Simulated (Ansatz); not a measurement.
## Ligand exchange: C3H7F + C2H6F2Si2 → C3H10Si + C2H3F3Si

Species: C3H7F (2-fluoropropane) `CC(C)F`, singlet; C2H6F2Si2 `C=C[Si](F)(F)[SiH3]`, singlet; C3H10Si `CC(C)[SiH3]`, singlet; C2H3F3Si `C=C[Si](F)(F)F`, singlet. The partners trade F for SiH3: C–F and Si–SiH3 bonds give way to C–SiH3 and Si–F.

Shapes, held fixed at every level: PBE0-D4/def2-TZVP. Flexible molecules stand in one conformer, not always the lowest. Programs: Ansatz 0.2.0. Electronic energies: no zero-point or thermal term.

```csv
level,kind,ΔE (kJ/mol),less CCSD(T)/CBS estimate
HF/def2-TZVPP,Hartree–Fock,-216.2,+3.1
PBE-D4/def2-TZVPP,GGA,-186.8,+32.5
r2SCAN-D4/def2-TZVPP,meta-GGA,-206.2,+13.1
B3LYP-D4/def2-TZVPP,global hybrid,-203.5,+15.8
PBE0-D4/def2-TZVPP,global hybrid,-198.1,+21.2
wB97M-V/def2-TZVPP,range-separated hybrid,-214.5,+4.8
CCSD/def2-TZVPP,coupled cluster or CI,-219.6,-0.3
CCSD(T)/CBS estimate,coupled cluster or CI,-219.3,0.0
```

The highest level, CCSD(T)/CBS estimate, gives ΔE = -219.3 kJ/mol; the levels span -219.6 to -186.8. The column of differences is taken from that level and isn't an error. No measured value is set beside it here. The CBS estimate extrapolates MP2 from def2-TZVPP and def2-QZVPP and adds CCSD(T) − MP2 in the triple-zeta set, cores frozen.
